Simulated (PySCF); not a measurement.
A search over the determinants of AgCl

Unrestricted PBE0; basis Ag cc-pVDZ-PP with ECP28, Cl cc-pV(D+d)Z; scalar-relativistic core potentials; PySCF 2.14. Outer shells of the fragments: Ag 4d10 5s1; Cl 3s2 3p5.

Followed along the bond (rough minima from three points):

```csv
2Ms+1,unpaired,⟨S²⟩ at the start,R at minimum (Å),Te (eV)
1,none,0.00,2.30,0.00
3,σ ↑↑,2.00,none in the scan,≤ 2.97
```

Solutions found at the starting distance of 2.305 Å, counted from the lowest of them; the search is not exhaustive and high or unbound solutions are not listed, so other states can lie among these:

```csv
2Ms+1,unpaired,term,E (eV),⟨S²⟩,⟨Lz²⟩,μ (D)
1,none,¹Σ⁺,0.00,0.00,0.00,-5.59
3,σ ↑↑,³Σ⁺,3.00,2.00,0.00,-0.59
3,"σ ↑, π ↑",³Π,3.12,2.01,1.01,0.91
1,"σ ↑, π ↓",mixed,3.22,1.01,1.01,1.09
3,"σ ↑, δ ↑",³Δ,5.00,2.00,4.00,-3.14
1,"σ ↑, δ ↓",mixed,5.14,1.00,4.00,-2.91
3,"σ ↑, π ↑",³Π,6.43,2.01,1.03,-1.17
```

A term symbol is given only where ⟨S²⟩ and ⟨Lz²⟩ are close to those of a pure state; the other rows mix spins, or terms through real π, δ and φ orbitals. A positive dipole means Ag(−)Cl(+).

The measured ground state is X ¹Σ+ (Huber and Herzberg, Constants of Diatomic Molecules (1979)).

Spin–orbit coupling is left out. Counting both spins, an empty level lies below a filled one in some of these solutions, because spin and occupation are held.
